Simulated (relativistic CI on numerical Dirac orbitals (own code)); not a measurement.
**One change at a time: Dy XLII**

Base calculation: Dirac-Coulomb-Breit CI, KLI orbitals optimised for each configuration, a model potential for QED, unscaled Slater integrals.

Configurations in the expansion (outside the closed core [Ne]): 3s2 3p6 3d7, 3s2 3p5 3d8, 3s2 3p4 3d9, 3s 3p6 3d8, 3p6 3d9, 3s 3p5 3d9, 3s2 3p6 3d6 4s, 3s2 3p6 3d6 4p, 3s2 3p4 3d8 4s, 3s2 3p6 3d6 4d, 3s2 3p4 3d8 4p, 3s2 3p5 3d7 4s, 3s2 3p6 3d6 4f, 3s2 3p4 3d8 4d, 3s 3p5 3d8 4s, 3s2 3p5 3d7 4p, 3s 3p5 3d8 4p, 3s2 3p5 3d7 4d, 3s2 3p6 3d5 4s2, 3s 3p5 3d8 4d, 3s 3p6 3d7 4s, 3p6 3d8 4s, 3s2 3p6 3d5 4s 4p, 3s2 3p5 3d7 4f, 3p6 3d8 4p, 3s2 3p6 3d6 5s, 3s 3p6 3d7 4p, 3s2 3p6 3d5 4p2, 3s2 3p6 3d6 5p, 3p6 3d8 4d, 3s2 3p6 3d6 5d, 3s2 3p5 3d6 4s2, 3s2 3p6 3d6 5f, 3s 3p6 3d6 4s2, 3s2 3p5 3d7 5s, 3s2 3p6 3d6 6s. Levels of other configurations are missing.

Variants: (1) P86 correlation estimate; (2) Breit term removed; (3) one mean potential for all configurations. Shifts of the energy above 3s2 3p6 3d7 4F_9/2, in eV, for the lowest level and the first level of each name with at least 55 % of one term (blank where a level changes its place among those of its configuration and J or its character, or is not in the variant):

| Level | Base | Δ(1) | Δ(2) | Δ(3) |
| --- | --- | --- | --- | --- |
| 3s2 3p6 3d7 4F_9/2 | 0.000 | 0.000 | 0.000 | 0.000 |
| 3s2 3p6 3d7 4F_7/2 | 36.393 | 0.000 | +0.606 | +0.009 |
| 3s2 3p6 3d7 4P_5/2 | 46.517 | 0.000 | +0.385 | +0.009 |
| 3s2 3p6 3d7 2H_11/2 | 50.300 | 0.000 | +1.614 | +0.009 |
| 3s2 3p6 3d7 2F_5/2 | 60.482 | 0.000 | +0.448 | +0.008 |
| 3s2 3p6 3d7 2D_3/2 | 74.803 | +0.001 | +0.140 | +0.010 |
| 3s2 3p6 3d7 4F_5/2 | 79.812 | 0.000 | +1.275 | +0.017 |
| 3s2 3p5 3d8 4G°_11/2 | 328.758 | +0.266 | +2.218 | -0.102 |
| 3s2 3p5 3d8 2D°_5/2 | 339.128 | +0.267 | +1.526 | -0.100 |
| 3s2 3p5 3d8 2F°_7/2 | 339.943 | +0.267 | +1.632 | -0.101 |
| 3s2 3p5 3d8 4F°_9/2 | 346.396 | +0.267 | +2.002 | -0.097 |
| 3s2 3p5 3d8 4G°_9/2 | 373.505 | +0.266 | +2.872 | -0.101 |
| 3s2 3p5 3d8 2H°_11/2 | 393.837 | +0.266 | +3.403 | -0.100 |
| 3s2 3p5 3d8 2G°_7/2 | 395.290 | +0.267 | +2.977 | -0.097 |
| 3s2 3p5 3d8 2F°_5/2 | 419.019 | +0.267 | +2.596 | -0.095 |
| 3s2 3p5 3d8 2H°_9/2 | 572.907 | +0.266 | +5.403 | -0.099 |

At this charge energies of transitions that change n are usually good to better than 1 %, and those within a shell (Δn = 0) to a few per cent.

Ionisation energy from the two ground configurations alone: base 3216.88 eV; P86 correlation estimate 3218.99 eV; Breit term removed 3218.24 eV. The NIST ASD value (theoretical) is 3217 eV.

LS names give the leading component of a level, which can be under half, so a name can repeat, a term be missing and a line seem to break the LS rules.
